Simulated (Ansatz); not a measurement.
TiSiH3F5, closed shell: a pair in one relaxed arrangement.

Input (in.yaml):

```yaml
crystal:
  periodic: [false, false, false]
  atoms:
    - {symbol: Si, position_ang: [0.087141, -0.153564, -1.957571]}
    - {symbol: F, position_ang: [-0.337937, 0.681713, -0.629139]}
    - {symbol: H, position_ang: [1.549945, -0.353343, -1.906978]}
    - {symbol: H, position_ang: [-0.309896, 0.683891, -3.109897]}
    - {symbol: H, position_ang: [-0.651345, -1.432721, -1.932931]}
    - {symbol: F, position_ang: [0.121180, -0.281496, 3.487061]}
    - {symbol: Ti, position_ang: [-0.081490, 0.143436, 1.813005]}
    - {symbol: F, position_ang: [0.587899, -1.237628, 0.956622]}
    - {symbol: F, position_ang: [0.840639, 1.614024, 1.641882]}
    - {symbol: F, position_ang: [-1.806137, 0.335588, 1.637847]}
basis:
  gaussian: {orbitals: def2-SVP}
correlation: {method: ccsd_t}
```

Command:

```bash
ansatz run in.yaml --threads 2 --pin off --events-out ev --progress --plain --max-ram 22528MiB --backend cuda --devices 0, --max-vram 18GiB
```

What Ansatz 0.2.0 printed:

```
Functional definition: HF
  name "HF"
  cite "Fock, Z. Phys. 61, 126 (1930) doi:10.1007/BF01340294"
  parent pbe
  exchange = exact_x
  correlation = 0
1303 factors; integrals over basis functions are off by at most 1.1e-3 eV
mean field evaluation 1: about -44507.7497 eV, gradient 6.9e1 eV
mean field evaluation 2: about -44507.8473 eV, gradient 7.0e1 eV
mean field evaluation 4: about -44517.3221 eV, gradient 4.9e0 eV
mean field evaluation 8: about -44517.4153 eV, gradient 7.2e-1 eV
mean field evaluation 16: about -44507.7498 eV, gradient 6.9e1 eV
mean field -44517.41685653 eV, -1635.9848944885 hartree, gradient 1.5e-6 eV, S^2 0.000000; 0 other end points of the search recorded, 0 dependent functions left out
15 core orbitals not correlated: weight in the atoms' cores, before any rotation towards them, 1.000 or more for the frozen orbitals, at most 0.000 for the correlated occupied ones
reference -44517.41685653 eV, -1635.9848944885 hartree; 27, 27 occupied and 92, 92 virtual orbitals, 1303 factors
second order -37.04936352 eV of doubles, -0.00000000 eV of singles
cycle   1  -35.85519164 eV  change     1.2e0 eV  update   2.6e-1
cycle   2  -37.16622383 eV  change    -1.3e0 eV  update   1.6e-1
cycle   3  -37.44840479 eV  change   -2.8e-1 eV  update   4.7e-2
cycle   4  -37.47250386 eV  change   -2.4e-2 eV  update   1.3e-2
cycle   5  -37.45215905 eV  change    2.0e-2 eV  update   4.0e-3
cycle   6  -37.44796685 eV  change    4.2e-3 eV  update   1.7e-3
cycle   7  -37.44920148 eV  change   -1.2e-3 eV  update   9.5e-4
cycle   8  -37.44936409 eV  change   -1.6e-4 eV  update   3.6e-4
cycle   9  -37.44925102 eV  change    1.1e-4 eV  update   1.3e-4
cycle  10  -37.44940662 eV  change   -1.6e-4 eV  update   4.5e-5
cycle  11  -37.44939579 eV  change    1.1e-5 eV  update   1.5e-5
perturbative correction -1.09992108 eV, -0.0404213540 hartree
Total energy: -44555.96617340 eV, -1637.4015557538 hartree
```

The lines “mean field evaluation” count trial sets of orbitals through the whole run, from several starts and some on an approximate energy, so they need not fall steadily or lie above the final value.

The run took 1.7 s on 2 CPU threads of an AMD EPYC 7R13 and a share of one NVIDIA H100 (shared host), with 0.85 GiB of host memory at its peak.
